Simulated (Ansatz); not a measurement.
Nudged elastic band run: BrFH3NSi

The input (input.yaml):

```yaml
crystal:
  periodic: [false, false, false]
  atoms:
    - { symbol: "N", position_ang: [-0.268246, 1.078964, -0.0087] }
    - { symbol: Si, position_ang: [0.32666, -0.521789, 0.139173] }
    - { symbol: F, position_ang: [0.228902, -0.990549, 1.699383] }
    - { symbol: Br, position_ang: [-0.852937, -2.067018, -0.981029] }
    - { symbol: H, position_ang: [-1.254406, 1.296576, 0.152695] }
    - { symbol: H, position_ang: [0.137713, 1.689303, -0.721325] }
    - { symbol: H, position_ang: [1.743515, -0.553487, -0.325796] }
magnetization:
  spin_polarized: true
basis:
  gaussian: { orbitals: def2-SVP }
hamiltonian:
  xc: pbe
  dispersion: d4
neb:
  order_check: false
  images: 5
  f_tol: 0.03
  max_iterations: 60
  final_atoms:
    - { symbol: "N", position_ang: [0.27421634, 0.74853867, -0.17083788] }
    - { symbol: Si, position_ang: [0.61320577, -1.32505642, 0.07652675] }
    - { symbol: F, position_ang: [0.10071643, -1.1322821, 1.65754126] }
    - { symbol: Br, position_ang: [-1.47046247, -1.65583487, -0.99381653] }
    - { symbol: H, position_ang: [-0.61750546, 0.94876758, 0.31025465] }
    - { symbol: H, position_ang: [0.15402276, 0.99956999, -1.16310045] }
    - { symbol: H, position_ang: [1.00700763, 1.34829715, 0.23783319] }
  initial_path:
    images:
      - { positions_ang: [[-0.268246, 1.078964, -0.0087], [0.32666, -0.521789, 0.139173], [0.228902, -0.990549, 1.699383], [-0.852937, -2.067018, -0.981029], [-1.254406, 1.296576, 0.152695], [0.137713, 1.689303, -0.721325], [1.743515, -0.553487, -0.325796]] }
      - { positions_ang: [[-0.13605608, 1.01839759, -0.02526315], [0.35056048, -0.58259005, 0.14337043], [0.1868257, -0.99710804, 1.69361512], [-0.89504057, -1.96922073, -1.02240135], [-1.10070061, 1.2450578, 0.22862534], [0.06568249, 1.50059098, -0.83438008], [1.58992959, -0.28312755, -0.22916531]] }
      - { positions_ang: [[-0.00386616, 0.95783117, -0.04182631], [0.37446096, -0.6433911, 0.14756786], [0.1447494, -1.00366708, 1.68784724], [-0.93714415, -1.87142346, -1.0637737], [-0.94699523, 1.19353961, 0.30455568], [-0.00634801, 1.31187895, -0.94743515], [1.43634418, -0.0127681, -0.13253463]] }
      - { positions_ang: [[0.12832377, 0.89726476, -0.05838946], [0.39836144, -0.70419215, 0.1517653], [0.1026731, -1.01022611, 1.68207936], [-0.97924772, -1.77362619, -1.10514606], [-0.79328984, 1.14202141, 0.38048603], [-0.07837852, 1.12316693, -1.06049023], [1.28275877, 0.25759136, -0.03590394]] }
      - { positions_ang: [[0.17695463, 0.8476894, -0.09587227], [0.46997622, -0.91114691, 0.12668578], [0.10202087, -1.05091144, 1.6739], [-1.14298597, -1.73436242, -1.06803621], [-0.73469505, 1.07760347, 0.35707557], [-0.00091142, 1.08196795, -1.09469364], [1.19084172, 0.62115995, 0.05534177]] }
      - { positions_ang: [[0.22558548, 0.79811404, -0.13335507], [0.54159099, -1.11810166, 0.10160627], [0.10136865, -1.09159677, 1.66572063], [-1.30672422, -1.69509864, -1.03092637], [-0.67610025, 1.01318552, 0.33366511], [0.07655567, 1.04076897, -1.12889705], [1.09892468, 0.98472855, 0.14658748]] }
      - { positions_ang: [[0.27421634, 0.74853867, -0.17083788], [0.61320577, -1.32505642, 0.07652675], [0.10071643, -1.1322821, 1.65754126], [-1.47046247, -1.65583487, -0.99381653], [-0.61750546, 0.94876758, 0.31025465], [0.15402276, 0.99956999, -1.16310045], [1.00700763, 1.34829715, 0.23783319]] }
```

Launched with:

```bash
$ ansatz run input.yaml --threads 2 --pin off --max-ram 3072MiB --backend cpu --events-out ev --progress --plain --runs-dir out
```

Output, in part (warnings, iteration lines, the closing report on the highest movable image, with atoms numbered from 0):

```
NEB end point (image 0): max|allowed force component| = 1.404e-2 eV/Å (the criterion of neb.relax_end_points is 1.000e-2)
NEB end point (image 6): max|allowed force component| = 4.138e-3 eV/Å (the criterion of neb.relax_end_points is 1.000e-2)
NEB iter   1: max|band force component| = 6.915e0 eV/Å  barrier→ = 4.3439 eV  barrier← = 3.5024 eV  Δτ_max = 0.1895 Å  (204 SCF iters)
NEB iter   2: max|band force component| = 3.665e0 eV/Å  barrier→ = 3.0891 eV  barrier← = 2.2476 eV  Δτ_max = 0.1990 Å  (164 SCF iters)
NEB iter   3: max|band force component| = 1.217e0 eV/Å  barrier→ = 2.5699 eV  barrier← = 1.7285 eV  Δτ_max = 0.1731 Å  (165 SCF iters)
NEB iter   4: max|band force component| = 1.002e0 eV/Å  barrier→ = 2.5388 eV  barrier← = 1.6973 eV  Δτ_max = 0.0598 Å  (157 SCF iters)
NEB iter   5: max|band force component| = 8.448e-1 eV/Å  barrier→ = 2.5478 eV  barrier← = 1.7063 eV  Δτ_max = 0.0676 Å  (151 SCF iters)
NEB iter   6: max|band force component| = 6.859e-1 eV/Å  barrier→ = 2.5748 eV  barrier← = 1.7333 eV  CI = image 3  Δτ_max = 0.0824 Å  (150 SCF iters)
NEB iter   7: max|band force component| = 3.386e-1 eV/Å  barrier→ = 2.6151 eV  barrier← = 1.7736 eV  CI = image 3  Δτ_max = 0.0398 Å  (152 SCF iters)
NEB iter   8: max|band force component| = 1.496e-1 eV/Å  barrier→ = 2.6118 eV  barrier← = 1.7703 eV  CI = image 3  Δτ_max = 0.0247 Å  (154 SCF iters)
NEB iter   9: max|band force component| = 1.192e-1 eV/Å  barrier→ = 2.6103 eV  barrier← = 1.7688 eV  CI = image 3  Δτ_max = 0.0159 Å  (157 SCF iters)
NEB iter  10: max|band force component| = 7.562e-2 eV/Å  barrier→ = 2.6100 eV  barrier← = 1.7685 eV  CI = image 3  Δτ_max = 0.0121 Å  (160 SCF iters)
NEB iter  11: max|band force component| = 3.849e-2 eV/Å  barrier→ = 2.6099 eV  barrier← = 1.7684 eV  CI = image 3  Δτ_max = 0.0069 Å  (154 SCF iters)
NEB iter  12: max|band force component| = 1.945e-2 eV/Å  barrier→ = 2.6098 eV  barrier← = 1.7683 eV  CI = image 3  Δτ_max = 0.0000 Å  (292 SCF iters)
Total energy: -82147.59003889 eV, -3018.8682522929 hartree
Atom 0 at    -0.012593     0.905301    -0.125764 Å, force    -0.002589    -0.002084    -0.004838 eV/Å
Atom 1 at     0.440048    -0.910076     0.134037 Å, force     0.002276     0.012904     0.015946 eV/Å
Atom 2 at    -0.108951    -1.071495     1.681796 Å, force    -0.002216    -0.001298    -0.008423 eV/Å
Atom 3 at    -0.941027    -2.162347    -1.178541 Å, force    -0.003919    -0.002160    -0.003636 eV/Å
Atom 4 at    -0.491016     1.486743     0.582398 Å, force     0.004207    -0.005198     0.005693 eV/Å
Atom 5 at    -0.184091     1.252754    -1.079797 Å, force    -0.000086    -0.003949    -0.001132 eV/Å
Atom 6 at     1.358832     0.431121    -0.059728 Å, force     0.002327     0.001785    -0.003608 eV/Å
Dipole moment:     0.014061     0.723043    -0.139213 e Å
```

The forces met the threshold. Neighbouring images differ by up to 1.7 eV, so the band resolves the path poorly. A vibrational analysis at the climbing image gives one clearly imaginary mode, 1335i cm⁻¹: a first-order saddle point. The orbitals stay closed-shell, which can raise the energy where a bond breaks towards radicals; this wasn't checked here.

Final band (atoms are numbered from 1 in the order of the input):

```json
{"image": "0", "path coordinate (Å)": "0.00", "energy (kJ/mol)": "0.0", "Si2–H7 (Å)": "1.49", "N1–H7 (Å)": "2.61"}
{"image": "1", "path coordinate (Å)": "0.74", "energy (kJ/mol)": "3.5", "Si2–H7 (Å)": "1.49", "N1–H7 (Å)": "2.62"}
{"image": "2", "path coordinate (Å)": "1.49", "energy (kJ/mol)": "85.8", "Si2–H7 (Å)": "1.49", "N1–H7 (Å)": "2.17"}
{"image": "3", "path coordinate (Å)": "2.23", "energy (kJ/mol)": "251.8", "Si2–H7 (Å)": "1.64", "N1–H7 (Å)": "1.45"}
{"image": "4", "path coordinate (Å)": "2.94", "energy (kJ/mol)": "111.7", "Si2–H7 (Å)": "2.26", "N1–H7 (Å)": "1.04"}
{"image": "5", "path coordinate (Å)": "3.65", "energy (kJ/mol)": "81.9", "Si2–H7 (Å)": "2.72", "N1–H7 (Å)": "1.03"}
{"image": "6", "path coordinate (Å)": "4.36", "energy (kJ/mol)": "81.2", "Si2–H7 (Å)": "2.71", "N1–H7 (Å)": "1.03"}
```

The run took 93 s on 2 threads of Intel(R) Xeon(R) Platinum 8488C (Sapphire Rapids), with other jobs on the host, peak memory 0.18 GiB.
